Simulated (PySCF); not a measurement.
A structure optimised at PBE0-D3(BJ)/def2-SVP, used in a PySCF frequency run:

```
Ge
F 1 1.7211
F 1 1.7316 2 102.54
O 1 1.7421 2 112.52 3 -114.17
H 4 0.9643 1 112.43 2 79.17
N 1 1.7799 2 108.31 3 124.06
H 6 1.0143 1 116.76 2 -47.85
H 6 1.0144 7 111.68 1 137.98
```

Write its SMILES and formula.

[NH2][Ge]([OH])([F])[F], F2GeH3NO

What are its rotational constants (standard atomic weights)?

3.5676, 3.4598, 3.2045 GHz
